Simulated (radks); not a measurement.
Q: The mean radii <r> (bohr) of the occupied orbitals of an atom or ion are listed with their occupations. Calculated with a radial shooting solver on a logarithmic mesh with Libxc functionals: scalar-relativistic Kohn-Sham, BLYP, spin-polarised, spherical densities, finite nucleus; Fermi nuclear charge, rms radius of each element as measured or else 0.836 A^(1/3) + 0.57 fm.

orbital  occ.      <r>
1s up       1  0.02274
1s down     1  0.02274
2s up       1  0.09702
2s down     1  0.09702
2p up       3  0.08548
2p down     3  0.08548
3s up       1   0.2551
3s down     1   0.2550
3p up       3   0.2534
3p down     3   0.2533
3d up       5   0.2312
3d down     5   0.2310
4s up       1   0.5757
4s down     1   0.5758
4p up       3   0.6078
4p down     3   0.6080
4d up       5   0.6579
4d down     5   0.6587
5s up       1    1.314
5s down     1    1.323
5p up       3    1.485
5p down     3    1.497
4f up       3   0.8038
6s up       1    3.042
6s down     1    3.051
6p up       1    3.575

Name the element and its charge. Open shells, if any, are filled with parallel spins first.

A: Z = 62, samarium, charge +2: Sm2+ in [Xe] 4f3 6s2 6p1. The 1s radius gives Z: for a bare nucleus <r> = (2 gamma + 1)/(2Z) with gamma = sqrt(1 - (Z/c)^2), 0.02245 bohr for Z = 62, and screening makes it slightly larger (0.02274 here). The occupations add up to 60, and the charge is Z minus that.
